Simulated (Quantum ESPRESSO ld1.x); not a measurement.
Question: Lu47+, configuration [Ar] 3d6 (the NIST ground configuration). All-electron calculation, Dirac Kohn-Sham, PBE, spin-unpolarised, spherical densities, point nucleus; open shells fill j = l - 1/2 first. Program: ld1.x of Quantum ESPRESSO 7.5. Some entries of the table are withheld. Estimate them.

| orbital | occ. | eigenvalue (eV) | r(max) (bohr) |
|---|---|---|---|
| 1s1/2 | 2 | (1) | 0.012 |
| 2s1/2 | 2 | -13411.863 | 0.069 |
| 2p1/2 | 2 | -12939.758 | 0.052 |
| 2p3/2 | 4 | -11812.233 | 0.059 |
| 3s1/2 | 2 | (2) | 0.191 |
| 3p1/2 | 2 | (3) | (4) |
| 3p3/2 | 4 | (5) | (6) |
| 3d3/2 | 4 | -4082.742 | (7) |
| 3d5/2 | 2 | -4022.356 | (8) |
| 4s1/2 | 0 | -2453.269 | 0.396 |
| 4p1/2 | 0 | (9) | 0.390 |
| 4p3/2 | 0 | (10) | 0.409 |

Answer: 
(1) 1s1/2 eigenvalue (eV): -65893.565
(2) 3s1/2 eigenvalue (eV): -4851.288
(3) 3p1/2 eigenvalue (eV): -4655.905
(4) 3p1/2 r(max) (bohr): 0.179
(5) 3p3/2 eigenvalue (eV): -4390.153
(6) 3p3/2 r(max) (bohr): 0.191
(7) 3d3/2 r(max) (bohr): 0.149
(8) 3d5/2 r(max) (bohr): 0.153
(9) 4p1/2 eigenvalue (eV): -2369.358
(10) 4p3/2 eigenvalue (eV): -2274.340
